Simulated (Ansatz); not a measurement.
`BOCCS` and `BOC[SiH2]C` differ in one atom or group.

Ansatz, PBE0-D4/def2-TZVP geometries, multiplicity 1. Each molecule was computed in one conformer, which needn't be the lowest.

```tsv
property	`BOCCS`
ideal-gas entropy at 298 K and 1 bar (rigid rotor, harmonic PBE0-D4/def2-TZVP) / J/(mol·K)	342
size of the dipole moment (B3LYP/def2-TZVPP) / D	0.86
size of the dipole moment (ωB97M-V/def2-TZVPP) / D	0.87
HOMO energy (PBE0/def2-TZVPP) / eV	-7.15
LUMO energy (ωB97M-V/def2-TZVPP) / eV	1.30
HOMO–LUMO gap (ωB97M-V/def2-TZVPP) / eV	10.70
```

What does the change do to each property? (Estimate.)

Ansatz gave: 
| property | `BOC[SiH2]C` | shift |
| --- | --- | --- |
| ideal-gas entropy at 298 K and 1 bar (rigid rotor, harmonic PBE0-D4/def2-TZVP) / J/(mol·K) | 361 | 19 |
| size of the dipole moment (B3LYP/def2-TZVPP) / D | 1.41 | 0.55 |
| size of the dipole moment (ωB97M-V/def2-TZVPP) / D | 1.41 | 0.54 |
| HOMO energy (PBE0/def2-TZVPP) / eV | -8.29 | -1.14 |
| LUMO energy (ωB97M-V/def2-TZVPP) / eV | 1.44 | 0.14 |
| HOMO–LUMO gap (ωB97M-V/def2-TZVPP) / eV | 12.01 | 1.31 |

With PBE0 the HOMO falls by 1.14 eV and the LUMO rises by 0.15 eV, so the gap widens by about 1.29 eV. PBE moves the HOMO by -1.09 eV and ωB97M-V by -1.17 eV. The zero-point energy changes by 40.1 kJ/mol with +6 modes. Dipoles are sizes alone; their direction can turn.

B3LYP here is the variant with VWN-RPA as its local correlation; programs differ in this.
